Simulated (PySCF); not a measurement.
Molecule: SMILES ClB(Cl)[C@@H]1CS1, C₂H₃BCl₂S.

Atom-mapped SMILES (the numbers label the heavy atoms): `[Cl:1][B:2]([Cl:3])[C@@H:4]1[CH2:5][S:6]1` (H(Xn): hydrogen on atom n). Ha(C5) is cis to B2 on the ring; Hb(C5) is trans to B2 on the ring.

Geometry PBE0-D3(BJ)/def2-SVP throughout; GIAO in PySCF 2.14, gas phase, one conformer, non-relativistic; equivalent atoms averaged; functional PBE0.

**Question.** How do the absolute shieldings σ depend on the basis set? (ppm; last column core-seconds on shared hosts with different chips, so compare them loosely)

**Answer.** 
```
    basis set  functions  Cl1/Cl3    B2     C5     C4     S6  H(C4)  Hb(C5)  Ha(C5)  core-s
       STO-3G         45    965.3  79.1  202.9  204.4  717.6  30.40   30.54   30.56     4.5
        6-31G         72    747.2  60.3  172.7  172.6  704.7  29.99   29.79   29.63     9.4
     pcSseg-0         72    747.7  41.8  163.2  166.1  693.2  30.58   30.06   30.07     5.4
       6-31G*        102    765.2  61.2  166.8  167.5  704.0  29.41   29.30   29.25      11
     def2-SVP        111    783.0  59.7  165.8  167.1  718.2  29.01   28.87   28.75      10
      cc-pVDZ        111    779.0  61.5  167.3  167.2  720.1  28.84   28.67   28.58     9.7
     pcSseg-1        138    731.6  46.8  153.9  155.5  670.3  28.68   28.51   28.44      12
  aug-cc-pVDZ        177    766.9  59.0  165.9  166.8  714.7  28.63   28.65   28.52      18
6-311+G(2d,p)        204    741.0  50.8  156.7  156.9  670.6  28.77   28.77   28.63      29
    def2-TZVP        222    721.2  49.1  157.1  157.4  659.9  28.77   28.77   28.66      31
      cc-pVTZ        234    748.0  50.1  157.5  157.9  690.8  28.60   28.58   28.46      28
     IGLO-III        267    733.2  44.8  153.7  154.3  671.0  28.60   28.62   28.48      30
     pcSseg-2        279    733.0  43.4  153.3  153.9  665.8  28.47   28.45   28.36      42
```

**Question.** Which nucleus moves most, in ppm?

**Answer.** Cl1/Cl3 (chlorine bonded to B): from 721.2 ppm with def2-TZVP to 965.3 ppm with STO-3G. The smallest spread is 2.09 ppm, at Hb(C5). Proton shifts span only some 12 ppm, so a few tenths of a ppm matter as much there as several ppm in carbon.

**Question.** Taking the largest basis, pcSseg-2 (279 functions), as the yardstick, rank the others by their worst heavy-atom deviation.

**Answer.** pcSseg-1 4.4 ppm (138 functions), IGLO-III 5.2 ppm (267 functions), 6-311+G(2d,p) 8.0 ppm (204 functions), def2-TZVP 11.8 ppm (222 functions), cc-pVTZ 25.0 ppm (234 functions), pcSseg-0 27.4 ppm (72 functions), 6-31G* 38.2 ppm (102 functions), 6-31G 38.9 ppm (72 functions), aug-cc-pVDZ 48.9 ppm (177 functions), def2-SVP 52.4 ppm (111 functions), cc-pVDZ 54.3 ppm (111 functions), STO-3G 232.3 ppm (45 functions).

A small basis that lands close on one nucleus may do so by chance; judge by the trend and by all nuclei.
